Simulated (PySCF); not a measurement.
**CsLi: mean field, correlation and small terms against distance**

State: ¹Σ⁺, singlet, closed shell. RHF-based CCSD(T) in PySCF 2.14 with Cs cc-pwCVDZ-X2C, Li aug-cc-pVDZ-DK and Cs cc-pwCVTZ-X2C, Li aug-cc-pVTZ-DK (frozen core orbitals: 24; spin-free X2C with a Gaussian nucleus). Correlation energies are extrapolated as n⁻³ (n = 2, 3), Hartree–Fock as (n+1)·exp(−9√n). CV is the change on freezing 23 orbitals instead, in Cs cc-pwCVTZ-X2C, Li cc-pCVTZ-DK. All energies in eV from Cs + Li.

```csv
R (Å),HF/CBS,CCSD corr.,(T),CV,total
3.3093,0.193,-0.785,-0.0523,-0.0072,-0.651
3.4598,0.108,-0.755,-0.0465,-0.0055,-0.699
3.6102,0.053,-0.727,-0.0418,-0.0040,-0.720
3.7606,0.023,-0.702,-0.0381,-0.0028,-0.720
3.9110,0.013,-0.679,-0.0353,-0.0016,-0.703
4.0991,0.022,-0.654,-0.0332,-0.0004,-0.665
4.2871,0.051,-0.633,-0.0323,0.0006,-0.614
```

A fit to the total gives Re = 3.6823 Å, De = 0.722 eV, ωe = 183.7 cm⁻¹, Be = 0.1866 cm⁻¹ (masses 132.9054 and 7.0160 u).

Task: At R = 3.6102 Å the CCSD correlation energy is -0.127092 hartree in the smaller basis and -0.205993 in the larger. Extrapolate it.

Result: (3³·E3 − 2³·E2)/(3³ − 2³) = -0.23921 hartree; the larger basis holds 86.1 % of it.

The T1 diagnostic is 0.019. The open-shell atoms are computed with UHF. Spin–orbit coupling, excitations beyond (T) and corrections to the Born–Oppenheimer picture are left out.
